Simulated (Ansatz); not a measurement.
Relaxation of BFHSSb (5 atoms, charge 0, multiplicity 1), to a largest force component of 0.02 eV/Å in at most 50 steps.

The calculation used UKS PBE0-D4/def2-SVP (Ansatz).

```xyz
5
Properties=species:S:1:pos:R:3:forces:R:3
F 0.793 -1.573 1.100 0.08 -0.11 0.02
B 0.061 -0.731 0.416 0.46 0.05 0.63
S -1.075 -0.797 -0.871 -0.65 -0.35 -0.70
Sb -0.526 1.405 0.244 0.12 0.29 -0.02
H 0.746 1.696 -0.888 0.00 0.11 0.08
```

Question: Where does it end, and by what steps?

Answer: The run converged. After 7 steps the energy has fallen by 0.025 eV; H5 moved furthest, 0.05 Å.

```
step  energy less start (eV)  largest force component (eV/Å)  accepted
   0                  0.0000                           0.700       yes
   1                 -0.0003                           0.508       yes
   2                 -0.0209                           0.371       yes
   3                 -0.0235                           0.227       yes
   4                 -0.0246                           0.120       yes
   5                 -0.0249                           0.053       yes
   6                 -0.0250                           0.038       yes
   7                 -0.0251                           0.011       yes
```

```xyz
5
Properties=species:S:1:pos:R:3
F 0.801 -1.582 1.098
B 0.058 -0.735 0.428
S -1.111 -0.833 -0.870
Sb -0.519 1.407 0.220
H 0.770 1.744 -0.876
```

Whether the end is a true minimum wasn't checked by a vibrational analysis.

The run took 13 s on 2 threads of Intel(R) Xeon(R) 6975P-C (Granite Rapids) (shared host), peak memory 0.23 GiB.
